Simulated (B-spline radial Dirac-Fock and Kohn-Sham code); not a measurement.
## X-ray form factors of neutral atoms, Cl to Se

Calculated with a radial finite-basis atomic code, using configuration-average Dirac-Fock orbitals. f₀ is given at the stated s = sin θ/λ in Å⁻¹. f_e(0) is the forward electron scattering factor in the Born approximation.

| Z | element | f₀(0.2) | f₀(0.8) | f₀(0.9) | f₀(1.4) | f₀(2.5) | f_e(0) (Å) |
| --- | --- | --- | --- | --- | --- | --- | --- |
| 17 | Cl | 11.989 | 5.245 | 4.607 | 2.404 | 1.241 | 4.86 |
| 18 | Ar | 12.949 | 5.639 | 5.035 | 2.712 | 1.301 | 4.58 |
| 19 | K | 13.728 | 5.962 | 5.406 | 3.045 | 1.367 | 8.99 |
| 20 | Ca | 14.304 | 6.228 | 5.717 | 3.391 | 1.444 | 9.91 |
| 21 | Sc | 15.130 | 6.460 | 5.975 | 3.723 | 1.533 | 9.31 |
| 22 | Ti | 16.037 | 6.677 | 6.200 | 4.039 | 1.637 | 8.78 |
| 23 | V | 16.994 | 6.892 | 6.406 | 4.334 | 1.756 | 8.31 |
| 24 | Cr | 18.249 | 7.118 | 6.607 | 4.598 | 1.888 | 6.98 |
| 25 | Mn | 19.004 | 7.368 | 6.808 | 4.850 | 2.037 | 7.51 |
| 26 | Fe | 20.040 | 7.645 | 7.023 | 5.071 | 2.197 | 7.17 |
| 27 | Co | 21.089 | 7.954 | 7.258 | 5.270 | 2.366 | 6.85 |
| 28 | Ni | 22.147 | 8.300 | 7.519 | 5.451 | 2.542 | 6.57 |
| 29 | Cu | 23.540 | 8.663 | 7.799 | 5.618 | 2.720 | 5.60 |
| 30 | Zn | 24.283 | 9.107 | 8.132 | 5.775 | 2.907 | 6.07 |
| 31 | Ga | 24.933 | 9.603 | 8.509 | 5.926 | 3.097 | 7.15 |
| 32 | Ge | 25.562 | 10.150 | 8.936 | 6.077 | 3.287 | 7.37 |
| 33 | As | 26.229 | 10.740 | 9.410 | 6.231 | 3.474 | 7.35 |
| 34 | Se | 26.956 | 11.361 | 9.926 | 6.395 | 3.658 | 7.23 |
